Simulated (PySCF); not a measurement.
Compound: C6H8F (charge +1).
SMILES with atom numbers: `[CH:1]#[C:2][C+:3]([CH3:4])[CH2:5][CH2:6][F:7]` (hydrogens: H8 on C1; H9, H10, H11 on C4; H12, H13 on C5; H14, H15 on C6)

Method used: core-valence-separated Tamm–Dancoff BHandHLYP/aug-pcX-1 (pcseg-1 on H) in PySCF, non-relativistic, gas phase, PBE0-D3(BJ)/def2-SVP geometry.

Computed fluorine K-edge spectrum, Gaussian lines of 0.6 eV full width, highest printed point 100; it ends one width below the last computed root. BHandHLYP without relativity tends to put these K edges a few eV too low, so spacings mean more than positions.

```tsv
photon energy (eV)	absorption
681.8	0
682.0	1
682.2	2
682.4	3
682.6	3
682.8	1
683.0	0
683.2	0
683.4	0
683.6	0
683.8	0
684.0	0
684.2	0
684.4	0
684.6	0
684.8	0
685.0	1
685.2	5
685.4	25
685.6	68
685.8	100
686.0	80
686.2	34
686.4	8
686.6	1
686.8	1
687.0	5
687.2	15
687.4	22
687.6	20
687.8	12
688.0	11
688.2	18
```

Problem. Assign the maxima to core holes.

Solution. 3 maxima:
- 682.4 eV: F7 (alkyl fluorine), 682.45 eV, f = 0.001, 100 % of the height at the exact maximum
- 685.8 eV: F7 (alkyl fluorine), 685.83 eV, f = 0.033, 100 % of the height at the exact maximum
- 687.4 eV: F7 (alkyl fluorine), 687.39 eV, f = 0.005, 61 % of the height at the exact maximum; F7 (alkyl fluorine), 687.54 eV, f = 0.003, 39 % of the height at the exact maximum

Roots within 0.03 eV on the same or equivalent atoms count as one line; shares under 12 % aren't listed.

Vibrational structure and lifetime widths aren't in the curve. The ionisation threshold wasn't computed; near and above it a finite basis only mimics Rydberg series and continuum.

The run took about 50 s of CPU time (one thread, shared machine).

Shape of the structure used: `[CH:1]#[C:2][C+:3]([CH3:4])[CH2:5][CH2:6][F:7]`: C2–C3–C5–C6 91°, C3–C5–C6–F7 60°.

One conformer stands for the species.
